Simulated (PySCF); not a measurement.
**Computed data sheet: `CC(C)(C)S(=O)(=O)Cl`**

Species: C₄H₉ClO₂S.
SMILES with atom numbers: `[CH3:1][C:2]([CH3:3])([CH3:4])[S:5](=[O:6])(=[O:7])[Cl:8]` (hydrogens: H9, H10, H11 on C1; H12, H13, H14 on C3; H15, H16, H17 on C4)

Structure used (PBE0-D3(BJ)/def2-TZVP), in Å, numbered top down from 1:
```xyz
17
C4H9ClO2S angstrom
C     -0.2529   -0.3837    1.4896
C     -0.0384   -0.1217    0.0094
C     -1.2993   -0.4367   -0.7960
C      1.1668   -0.8608   -0.5440
S      0.1913    1.6652   -0.2476
O      0.5361    1.9164   -1.6094
O     -0.8735    2.3803    0.3781
Cl     1.8841    2.0675    0.8594
H     -0.4842   -1.4437    1.6190
H     -1.0859    0.2018    1.8787
H      0.6406   -0.1567    2.0715
H     -1.5039   -1.5047   -0.6926
H     -1.1636   -0.2131   -1.8545
H     -2.1608    0.1166   -0.4216
H      0.9868   -1.9334   -0.4388
H      2.0765   -0.6131    0.0037
H      1.3190   -0.6376   -1.5998
```

PBE0-D3(BJ)/def2-TZVP geometry optimisation, gas phase (PySCF):

* Point group: Cs
* Rotational constants A, B, C: 1.968, 1.328, 1.183 GHz

From B97-2/pcSseg-2 ground state and GIAO shieldings, non-relativistic (PySCF):

- Dipole moment: 4.46 D
- HOMO energy: -8.73 eV
- LUMO energy: -1.41 eV
- HOMO–LUMO gap: 7.32 eV
- 13C chemical shifts (computed TMS as zero) by class: 77.5 (C2), 26.3 (C1/C3/C4) ppm
- 1H chemical shifts (computed TMS as zero) by class: 1.49 (H9/H10/H11/H12/H13/H14/H15/H16/H17) ppm
- Isotropic shieldings of nuclei other than C and H, by class: 57 (O6/O7), 109 (S5), 438 (Cl8) ppm

Monoisotopic mass (most abundant isotopes): 156.0012 u.

With B = h/(8π²I), that is 505.379 GHz u Å² over I, the principal moments of inertia are 256.9, 380.6 and 427.3 u Å² (most abundant isotopes). The dipole equals about 14.9 × 10⁻³⁰ C·m (1 D = 3.33564 × 10⁻³⁰ C·m). The rotational constants make it an asymmetric top with κ = (2B − A − C)/(A − C) = -0.63, nearer the prolate limit (−1).

Isolated species at its PBE0-D3(BJ)/def2-TZVP geometry, gas phase. NMR classes are plain means over equivalent atoms (diastereotopic ones count apart unless rotation or inversion swaps them), as if these changed places fast; in this geometry the members of some classes differ.
